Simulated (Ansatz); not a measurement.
Start from `[SiH3]SC1CO1` and change one atom or group to get `OCC1CO1`.

Ansatz, PBE0-D4/def2-TZVP geometries, multiplicity 1. Each molecule was computed in one conformer, which needn't be the lowest.

| property | `[SiH3]SC1CO1` |
| --- | --- |
| size of the dipole moment (ωB97M-V/def2-TZVPP) / D | 1.31 |
| HOMO energy (ωB97M-V/def2-TZVPP) / eV | -9.55 |
| size of the dipole moment (B3LYP/def2-TZVPP) / D | 1.32 |
| HOMO energy (PBE0/def2-TZVPP) / eV | -7.35 |
| HOMO–LUMO gap (B3LYP/def2-TZVPP) / eV | 7.03 |
| LUMO energy (B3LYP/def2-TZVPP) / eV | -0.08 |

(1) Give the same properties after the change, and the shifts. (Best estimate.)

Results:

(1) The calculation gave: 
| property | `OCC1CO1` | shift |
| --- | --- | --- |
| size of the dipole moment (ωB97M-V/def2-TZVPP) / D | 1.95 | 0.64 |
| HOMO energy (ωB97M-V/def2-TZVPP) / eV | -10.26 | -0.71 |
| size of the dipole moment (B3LYP/def2-TZVPP) / D | 1.94 | 0.62 |
| HOMO energy (PBE0/def2-TZVPP) / eV | -7.82 | -0.47 |
| HOMO–LUMO gap (B3LYP/def2-TZVPP) / eV | 8.52 | 1.49 |
| LUMO energy (B3LYP/def2-TZVPP) / eV | 0.94 | 1.02 |

With PBE0 the HOMO falls by 0.47 eV and the LUMO rises by 1.20 eV, so the gap widens by about 1.67 eV. PBE moves the HOMO by -0.03 eV and ωB97M-V by -0.71 eV. Dipoles are sizes alone; their direction can turn.

B3LYP here is the variant with VWN-RPA as its local correlation; programs differ in this.
